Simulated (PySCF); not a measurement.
## Correlation energy of Rb³⁺ (rubidium, charge +3)

[Ar] 3d10 4s2 4p4, high-spin 3P determinant. Computed with PySCF 2.14 in x2c-SVPall (6s4p5d1f, 50 functions), with the spin-free X2C one-electron Hamiltonian (Gaussian nucleus). Frozen: [Ar] 3d10 4s2; 4 electrons correlated.

Total MP2 correlation energy: -32.60 mhartree.

Same-spin part -12.65 and opposite-spin part -19.95 mhartree; SCS-MP2 scales them by 1/3 and 6/5 to -28.16 mhartree.

| level | correlation energy (mhartree) |
| --- | --- |
| CCSD | -38.51 |
| (T) | -0.30 |
| CCSD(T) | -38.81 |

Diagnostics: T1 = 0.00068, D1 = 0.0013, largest double amplitude 0.036.

Cost of the coupled-cluster step: 0.38 s of wall time on 1 thread of Intel(R) Xeon(R) Platinum 8375C CPU @ 2.90GHz (shared host), for 4 correlated electrons.

Iterations:

```
CC2 = 0
CCSD nocc = (np.int64(3), np.int64(1)), nmo = (35, 35)
frozen orbitals [[0, 1, 2, 3, 4, 5, 6, 7, 8, 9, 10, 11, 12, 13, 14], [0, 1, 2, 3, 4, 5, 6, 7, 8, 9, 10, 11, 12, 13, 14]]
max_cycle = 100
direct = 0
conv_tol = 1e-08
conv_tol_normt = 1e-06
diis_space = 8
diis_start_cycle = 0
Init t2, MP2 energy = -0.0325987958041707
Init E_corr(UCCSD) = -0.0325987958043086
cycle = 1  E_corr(UCCSD) = -0.037512296280878  dE = -0.00491350048  norm(t1,t2) = 0.0167972
cycle = 2  E_corr(UCCSD) = -0.038317185191845  dE = -0.000804888911  norm(t1,t2) = 0.0033784
cycle = 3  E_corr(UCCSD) = -0.0385127916798148  dE = -0.000195606488  norm(t1,t2) = 0.000824553
cycle = 4  E_corr(UCCSD) = -0.0385097607342105  dE = 3.0309456e-06  norm(t1,t2) = 7.74129e-05
cycle = 5  E_corr(UCCSD) = -0.03850988448277  dE = -1.23748559e-07  norm(t1,t2) = 5.97613e-06
cycle = 6  E_corr(UCCSD) = -0.0385098833839362  dE = 1.09883379e-09  norm(t1,t2) = 8.48552e-07
UCCSD converged
E(UCCSD) = -2976.237681865671  E_corr = -0.03850988338393616
UCCSD(T) correction = -0.00029683341689569
```
